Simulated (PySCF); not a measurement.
Simulated characterisation data

PySCF 2.14.0 with density-fitted response routines calculation with geometry from GFN2-xTB and PBE0/pcSseg-1 with gauge-including orbitals; one computed conformer, relativity neglected, gas phase, rapidly exchanging positions averaged.

Referencing at the same level of theory: TMS for $^{1}$H (31.72 ppm) and $^{13}$C (186.93 ppm). Splittings of carbon signals by F and P are missing where no couplings were computed. Where no couplings were computed, multiplicities follow the n + 1 count of equivalent neighbours, and m marks all less simple cases (inequivalent or close neighbours, rings, F or P nearby). Shifts are as computed. Against solution values, carbons near 30 ppm lie about +3 ppm off and those near 130 ppm about +5 ppm. Of 1211 compounds with measured shifts, 218 miss one by over three times the rms of a fit or turn the order of signals round; such compounds aren't used in these exercises.

Compound 1 (C$_{6}$H$_{13}$FSi$_{2}$). $^{1}$H NMR (500 MHz, computed): δ 4.75 (m, 1H), 4.01 (s, 3H), 4.01 (m, 3H), 2.08 (s, 3H), 1.23 (s, 3H). $^{13}$C{$^{1}$H} NMR (computed): δ 98.0 (CH), 89.4 (C), 89.0 (C), 27.3 (C), 23.7 (CH3), 4.9 (CH3). Structure: `InChI=1S/C6H13FSi2/c1-3-4-6(2,9)5(7)8/h5H,1-2,8-9H3/t5-,6+/m0/s1`.

Compound 2 (C$_{6}$H$_{6}$O). $^{1}$H NMR (500 MHz, computed): δ 7.41 (m, 4H), 5.26 (m, 2H). $^{13}$C{$^{1}$H} NMR (computed): δ 156.8 (CH), 85.7 (CH). Structure: SMILES C1=C[C@H]2C=C[C@@H]1O2.
